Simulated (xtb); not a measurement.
Job for xtb: GFN2-xTB on C2H8S (a complex), monomers drawn apart or pushed together.

```
$ xtb mol.xyz --gfn 2 --sp --chrg 0 --uhf 0
11

S      0.14783482     0.12317471    -0.19878010
H      0.90338942     0.48977931     0.84802223
H     -0.29284410    -0.97515933     0.43460213
C     -0.94519741    -0.30451885     6.12256108
C      0.58044472    -0.26956051     6.13004835
H     -1.34437024    -0.02579754     5.14568783
H     -1.35950549     0.38909800     6.85662660
H     -1.31987801    -1.30134338     6.36373533
H      1.00061033    -0.97583102     5.41057525
H      0.98036585    -0.52997441     7.11184775
H      0.95568035     0.72487611     5.87798616
```

Task: Predict the final total energy.

Result: -11.5924 hartree.
